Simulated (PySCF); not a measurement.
**Er(OH)3(NH3) at several levels of theory**

Computed with PySCF 2.14.0 (density fitting, no spin-orbit coupling) at the geometry relaxed with BP86:

```xyz
11
Er(OH)3(NH3) (singlet in the valence; each metal's 4f electrons, 11 of them, lie in its core potential, out of spins and levels)
Er    0.1440   -0.1925    0.2391
O     1.1655    1.3015    1.2010
H     1.7024    1.9239    1.7088
O    -1.4021   -1.1067    1.2286
H    -2.0438   -1.5779    1.7769
O     1.1108   -1.2381   -1.2357
H     1.6288   -1.7793   -1.8458
N    -1.2324    1.2567   -1.2368
H    -1.8332    1.8971   -0.6969
H    -0.6537    1.8431   -1.8562
H    -1.8560    0.7060   -1.8453
```

```json
{"level": "BP86", "basis": "Er lcecp-1-SVP with ECP57, O def2-SVP, H def2-SVP, N def2-SVP", "state": "singlet", "HOMO (eV)": "-5.39", "gap (eV)": "4.59", "charge on Er1 (e)": "0.65", "population of f-type functions on Er1 (polarisation alone where 4f lies in the core)": "0.07", "dipole about the centre of mass (D)": "4.22", "largest force component (eV/Å)": "0.02"}
{"level": "r2SCAN", "basis": "the same", "state": "singlet", "HOMO (eV)": "-5.65", "gap (eV)": "5.35", "charge on Er1 (e)": "0.86", "population of f-type functions on Er1 (polarisation alone where 4f lies in the core)": "0.07", "dipole about the centre of mass (D)": "4.23", "largest force component (eV/Å)": "0.33"}
{"level": "PBE0", "basis": "the same", "state": "singlet", "HOMO (eV)": "-6.96", "gap (eV)": "6.80", "charge on Er1 (e)": "0.89", "population of f-type functions on Er1 (polarisation alone where 4f lies in the core)": "0.07", "dipole about the centre of mass (D)": "4.26", "largest force component (eV/Å)": "0.44"}
{"level": "BLYP", "basis": "the same", "state": "singlet", "HOMO (eV)": "-5.16", "gap (eV)": "4.23", "charge on Er1 (e)": "0.61", "population of f-type functions on Er1 (polarisation alone where 4f lies in the core)": "0.07", "dipole about the centre of mass (D)": "4.20", "largest force component (eV/Å)": "0.14"}
{"level": "wB97X", "basis": "the same", "state": "singlet", "HOMO (eV)": "-9.46", "gap (eV)": "11.03", "charge on Er1 (e)": "0.87", "population of f-type functions on Er1 (polarisation alone where 4f lies in the core)": "0.08", "dipole about the centre of mass (D)": "4.26", "largest force component (eV/Å)": "0.47"}
```

In the lcecp rows the 4f levels are missing from HOMO and gap, and the state counts the valence alone.

Charges are Mulliken's, which hang on the basis. The relaxation used the grid (50, 194), these runs (75, 302) or, all-electron (x2c bases, spin-free X2C Hamiltonian), (99, 590).

Q: What does BP86 with Er lcecp-1-TZVP with ECP57, O def2-TZVP, H def2-TZVP, N def2-TZVP give here?

A: state singlet, HOMO (eV) -5.72, gap (eV) 4.65, charge on Er1 (e) 1.44, population of f-type functions on Er1 (polarisation alone where 4f lies in the core) 0.08, dipole about the centre of mass (D) 4.23, largest force component (eV/Å) 0.24. Time: 24 s on 2 threads of Arm Neoverse V1, with other jobs on the host, from free ions and atoms.

In the first row's basis the gap widens with exact exchange: 4.2 to 5.3 eV for BLYP, BP86, r2SCAN (none); 6.8 eV for PBE0 (a fixed share); 11.0 eV for wB97X (rising or full at long range).

An lcecp potential fixes the number of 4f electrons, so in runs with it no electron can move into or out of that shell.
